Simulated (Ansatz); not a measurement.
System: C₂H₈Sn (charge 0, singlet). 
Geometry from a B3LYP-D3(BJ)/def2-TZVP (Ansatz, a program for electronic structure) optimisation:
SMILES: [CH3][SnH2][CH3]
```xyz
11

C     -1.7492    -0.9671     0.0207
Sn    -0.0036     0.3041    -0.0571
C      1.7711    -0.8682     0.3241
H     -1.8272    -1.4268     1.0051
H     -1.6685    -1.7511    -0.7311
H     -2.6492    -0.3846    -0.1704
H      0.1095     1.0366    -1.6086
H     -0.1403     1.5469     1.1232
H      1.7051    -1.3276     1.3095
H      1.8638    -1.6519    -0.4267
H      2.6566    -0.2355     0.2869
```
Charge 0, spin multiplicity 1.

Property: vertical triplet-singlet gap (E(triplet) - E(singlet); each state is the SCF solution reached for its spin), in eV. Valence correlation only, unless marked. UHF or UKS for open shells. No spin-orbit coupling. The frozen core is the preceding noble-gas configuration, with the filled d and f shells of earlier blocks. In def2 rows, elements after Kr have scalar-relativistic effective core potentials. CBS marks a two-point X^-3 extrapolation of the correlation energy; Hartree-Fock from the larger set.

```
level           program  vertical triplet-singlet gap (eV)
--------------  -------  ---------------------------------
HF/def2-TZVPPD   Ansatz                               6.47
HF/def2-QZVPPD   Ansatz                               6.38
```

### Question
What does CCSD(T)/CBS(def2-TZVPPD,def2-QZVPPD) (Ansatz) give?

### Answer
6.81 eV, so HF/def2-QZVPPD differs from it by -0.43 eV.
